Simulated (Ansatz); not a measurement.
# C2H7NSi: structure from calculated spectroscopic constants

These gas-phase data were calculated for one isomer of C2H7NSi at PBE0-D3(BJ)/def2-SVP (harmonic, unscaled wavenumbers; equilibrium rotational constants with average atomic masses):

* rotational constants: 14.59, 3.322, 3.014 GHz
* all wavenumbers above 1500 cm⁻¹: 3175, 3170, 3076, 3063, 2968, 2239, 2172, 1794, 1508

Candidates:

(1) `C/C=N\[SiH3]`, a singlet
(2) `C=C[SiH2]N`, a singlet
(3) `C1C[SiH2]N1`, a singlet
(4) `C=N[SiH2]C`, a singlet

Question: Which structure fits?

Answer: Candidate (4). No mode falls between 3250 and 3800 cm⁻¹, where the N–H stretch of (2), (3) would stand. 2 modes lie between 2000 and 2380 cm⁻¹, one for each Si–H bond, while (1) has 3.

The same quantities for all candidates:

```
     rotational constants (GHz)                           wavenumbers above 1500 cm⁻¹  E above the lowest, PBE0-D3(BJ)/def2-SVP (kcal/mol)
(1)          14.6, 3.268, 2.805        3181, 3135, 3052, 3013, 2248, 2247, 2176, 1823                                                  7.3
(2)         10.23, 4.138, 3.097  3711, 3612, 3237, 3160, 3136, 2221, 2176, 1684, 1544                                                  0.0
(3)         9.896, 6.483, 4.326        3699, 3178, 3113, 3047, 3006, 2198, 2183, 1514                                                  1.0
(4)         14.59, 3.322, 3.014  3175, 3170, 3076, 3063, 2968, 2239, 2172, 1794, 1508                                                  3.2
```

Each candidate is one conformer. Programs: Ansatz 0.2.0.
